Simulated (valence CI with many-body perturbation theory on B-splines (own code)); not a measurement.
**Tm XXXVII: what each term of the Hamiltonian does**

Computed by valence CI with perturbative core correlation (CI+MBPT): five valence electrons over a frozen Dirac-Fock core [Ar] 3d10, radial functions for each j: 9 s, 9 p, 8 d, 6 f, 3 g, 1 h, with the one-electron correlation potential Σ1, the two-electron term Σ2, the three-electron term Σ3, Breit, model QED; selected CI, second order for the rest (own B-spline code, finite nucleus).

The last digits are not significant, and no measured levels were compared; by estimate large intervals hold to a few tenths of a per cent, small ones and those within an open d or f shell to about a per cent. Among the levels kept, up to 310 cm⁻¹ of a level comes from second order outside the variational space, and about a tenth of that is noise between levels of different J, which matters for small intervals.

Each rung adds one term. CI alone is the Dirac-Coulomb CI over the frozen core; QED comes last and gives the full result, which names the levels. Energies are above (4s^2 4p1/2^2 4p3/2) J=3/2 on the same rung, in cm⁻¹.

Levels are named by their leading jj configuration (3d3/2^4 stands for four electrons in 3d with j = 3/2), which in mixed levels can hold well under half, so a name can repeat and another be missing. Letters in brackets count levels of one name in rising energy.

```
                             Level  CI alone
        (4s^2 4p1/2 4p3/2^2) J=3/2    483465
        (4s^2 4p1/2 4p3/2^2) J=5/2    524168
        (4s^2 4p1/2 4p3/2^2) J=1/2    574487
              (4s^2 4p3/2^3) J=3/2   1064960
        (4s^2 4p1/2^2 4d3/2) J=3/2   1099240
        (4s 4p1/2^2 4p3/2^2) J=5/2   1150010
        (4s 4p1/2^2 4p3/2^2) J=1/2   1284850
        (4s^2 4p1/2^2 4d5/2) J=5/2   1289970
        (4s 4p1/2^2 4p3/2^2) J=3/2   1307090
(4s^2 4p1/2 4p3/2 4d3/2) J=3/2 [a]   1581820
(4s^2 4p1/2 4p3/2 4d3/2) J=5/2 [a]   1584360
(4s^2 4p1/2 4p3/2 4d3/2) J=1/2 [a]   1586540
    (4s^2 4p1/2 4p3/2 4d3/2) J=7/2   1625150
      (4s 4p1/2 4p3/2^3) J=3/2 [a]   1642130
(4s^2 4p1/2 4p3/2 4d5/2) J=5/2 [a]   1687850
(4s^2 4p1/2 4p3/2 4d5/2) J=7/2 [a]   1698080
```

Task: What do these energies become with core correlation, Breit and QED?

Result: (4s^2 4p1/2 4p3/2^2) J=3/2 481715 (-1750); (4s^2 4p1/2 4p3/2^2) J=5/2 521365 (-2803); (4s^2 4p1/2 4p3/2^2) J=1/2 571145 (-3342); (4s^2 4p3/2^3) J=3/2 1059740 (-5215); (4s^2 4p1/2^2 4d3/2) J=3/2 1093670 (-5574); (4s 4p1/2^2 4p3/2^2) J=5/2 1146240 (-3775); (4s 4p1/2^2 4p3/2^2) J=1/2 1277950 (-6907); (4s^2 4p1/2^2 4d5/2) J=5/2 1279240 (-10731); (4s 4p1/2^2 4p3/2^2) J=3/2 1297860 (-9234); (4s^2 4p1/2 4p3/2 4d3/2) J=3/2 [a] 1574150 (-7666); (4s^2 4p1/2 4p3/2 4d3/2) J=5/2 [a] 1576470 (-7898); (4s^2 4p1/2 4p3/2 4d3/2) J=1/2 [a] 1578890 (-7647); (4s^2 4p1/2 4p3/2 4d3/2) J=7/2 1616160 (-8984); (4s 4p1/2 4p3/2^3) J=3/2 [a] 1636260 (-5873); (4s^2 4p1/2 4p3/2 4d5/2) J=5/2 [a] 1680120 (-7733); (4s^2 4p1/2 4p3/2 4d5/2) J=7/2 [a] 1688360 (-9721).

Task: How does the ionisation energy move along the ladder, and which term matters most?

Result: CI alone 1592.8, + Σ1 1594.2, + Σ2 1594.4, + Σ3 1594.2, + Breit 1593.1, + QED 1593.0 eV. The largest step is Σ1, 1.5 eV. NIST lists 1591 ± 5 eV (theoretical).
